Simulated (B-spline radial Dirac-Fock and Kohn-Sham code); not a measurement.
Atomic SCF run for C

ΔSCF core binding energies without Breit or QED terms, calculated with a B-spline atomic structure program. Keys: rel is the Hamiltonian (dirac, or spin-free x2c and nr, where L3 and M5 stand for the whole 2p and 3d shells), method is hf or an exchange,correlation pair (spin-unpolarised, also for the hole states), nuc the nuclear model, radius_factor scales its radius, rmax is the box in bohr, h the logarithmic mesh step, order the B-spline order, points the quadrature points per cell, c_factor scales the speed of light, and damp, ndamp, maxit and tol steer the iteration. The run stops when the commutator error falls below 10·tol·max(1, Z/10), or the numerical noise floor, and the energy has settled to about 1e-8 Ha; the virial ratio is −V/T.

Input (task.json):

```json
{"items": [{"Z": 6, "q": 0, "cfg": [[1, 0, 2], [2, 0, 2], [2, 1, 2]], "A": 12, "rrms": 2.4702, "do": "settings", "holes": ["K", "L3", "M5"],
  "settings": [{"rel": "dirac", "method": "pbe,pbe", "nuc": "fermi", "radius_factor": 1.0, "rmax": 45.0, "h": 0.3, "order": 8, "points": 10, "c_factor": 1.0, "maxit": 60, "damp": 0.5, "ndamp": 3, "tol": 1e-08}]}]}
```

Command: `python xray2_run.py task.json out`

Ground-state iterations:

```
iter   energy (Ha)        error
   1      -36.56124815  2.42e-01
   2      -37.35394772  1.41e-01
   3      -37.72735628  3.59e-02
   4      -37.76341041  7.29e-03
   5      -37.76391978  5.01e-03
   6      -37.76479467  5.62e-04
   7      -37.76480594  4.22e-05
   8      -37.76480596  9.17e-06
   9      -37.76480596  6.21e-07
  10      -37.76480596  8.50e-09
```

The ground state converged in 10 iterations, with total energy -37.76481 Ha, virial ratio 2.00261 and highest orbital energy -5.28 eV. ΔSCF binding energies: K (1s) 304.4 eV. Holes are computed only in closed shells, and unreliable hole states are left out.
